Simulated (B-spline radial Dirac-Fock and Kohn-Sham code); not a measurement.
Form factor and incoherent scattering function of Ba²⁶⁺

System: barium as Ba²⁶⁺ in the configuration [Ar] 3d10 4s2.

Input of the calculation (task.json; shells as n, l, electrons):

```json
{"items": [{
  "Z": 56,
  "q": 26,
  "cfg": [[1, 0, 2], [2, 0, 2], [2, 1, 6], [3, 0, 2], [3, 1, 6], [3, 2, 10], [4, 0, 2]],
  "A": 138,
  "rrms": 4.8378,
  "do": ["scatter"],
  "s": [0.0, 0.05, 0.06, 0.08, 0.1, 0.13, 0.16, 0.21, 0.26, 0.33, 0.42, 0.53, 0.67, 0.85, 1.07, 1.36, 1.72, 2.17, 2.75, 3.48, 4.4, 5.57, 7.04],
  "pz": [0, 0.1, 0.2, 0.3, 0.4, 0.5, 0.6, 0.8, 1.0, 1.2, 1.4, 1.6, 1.8, 2.0, 2.5, 3.0, 4.0, 5.0, 7.0, 10.0, 15.0, 20.0, 30.0, 40.0, 60.0, 100.0],
  "hv_scatter": [2000, 8047.8, 10000, 17479.3, 30000, 100000, 200000, 500000]
}]}
```

Run with: `python xray_run.py task.json out`

These are calculated numbers from a radial B-spline solver; the model is Dirac-Fock densities. f₀ is the Fourier transform of the spherical electron density, S the Waller-Hartree incoherent function, and s = sin θ/λ.

```
s (Å⁻¹)      f₀       S
      0  30.000   0.000
   0.05  29.955   0.053
   0.06  29.936   0.077
   0.08  29.886   0.136
    0.1  29.822   0.211
   0.13  29.700   0.352
   0.16  29.548   0.526
   0.21  29.230   0.881
   0.26  28.835   1.303
   0.33  28.168   1.977
   0.42  27.143   2.928
   0.53  25.697   4.128
   0.67  23.677   5.629
   0.85  20.999   7.500
   1.07  17.878   9.733
   1.36  14.285  12.465
   1.72  10.792  15.316
   2.17   7.889  18.163
   2.75   5.944  20.928
   3.48   4.789  23.343
    4.4   3.739  25.360
   5.57   2.615  26.932
   7.04   1.756  27.986
```

f₀ starts at the number of electrons, 30, and has fallen to half at s ≈ 1.30 Å⁻¹. The sum of ⟨r²⟩ over the electrons is 2.433 bohr².
